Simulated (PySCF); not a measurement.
Stepwise substitution at one centre (B SH-H). Isolated molecules, 0 K electronic values unless said otherwise. One relaxed conformer stands for each flexible species; it need not be the lowest. Strings in code marks are SMILES.

The HOMO from two functionals at the same geometries (CAM-B3LYP-D3(BJ)/def2-TZVP), both in PySCF: PBE-D3(BJ)/def2-TZVP and CAM-B3LYP-D3(BJ)/def2-TZVP. 

```
species                                              PBE-D3(BJ)/def2-TZVP (eV)
---------------------------------------------------  -------------------------
0 of 3 SH replaced by H (`B(S)(S)S`)                                     -6.36
1 of 3 SH replaced by H                                                  -6.49
2 of 3 SH replaced by H (`BS` (H–B–S–H torsion 0°))                      -7.35
3 of 3 SH replaced by H                                                  -8.48
```

### Question
What does CAM-B3LYP-D3(BJ)/def2-TZVP give for each?

### Answer

- 0 of 3 SH replaced by H (`B(S)(S)S`): -8.82
- 1 of 3 SH replaced by H: -8.90
- 2 of 3 SH replaced by H (`BS` (H–B–S–H torsion 0°)): -9.77
- 3 of 3 SH replaced by H: -11.46
Over these rows, drawn at random from the members with no instability flagged (it was tested for open shells, ions and some series alone), PBE minus CAM-B3LYP-D3(BJ): mean +2.57 eV, from +2.41 eV to +2.98 eV.
